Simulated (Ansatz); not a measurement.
Mulliken charges of C2H5GaO (`[GaH2][CH]1CO1`) from r2SCAN/def2-TZVPP in Ansatz (PBE0-D4/def2-TZVP geometry).

```
atom   x (Å)   y (Å)   z (Å)  charge (e)
 Ga1  -0.751   1.160  -0.901       0.251
  C2   0.495  -0.254  -0.331      -0.032
  C3   0.407  -0.800   1.037       0.090
  O4  -0.102  -1.535  -0.042      -0.337
  H5  -0.279   2.319  -1.848      -0.066
  H6  -2.217   1.083  -0.347      -0.061
  H7   1.475  -0.352  -0.798       0.057
  H8  -0.335  -0.415   1.735       0.047
  H9   1.307  -1.205   1.495       0.050
```

**Question.** By hand: the dipole of these point charges (1 e Å = 4.8032 D).

**Answer.** Σ q r = (0.154, 0.426, 0.146) e Å, of length 0.476 e Å = 2.29 D.

**Question.** How does the dipole of the full density compare? (Best estimate.)

**Answer.** Ansatz gave: (0.220, 0.201, 0.146) e Å, 1.59 D; the point charges give 1.44 times that, at 27° from its direction.

Point charges leave out the atoms' own dipoles, such as those of lone pairs, and Mulliken's split depends on the basis, so the two needn't agree.
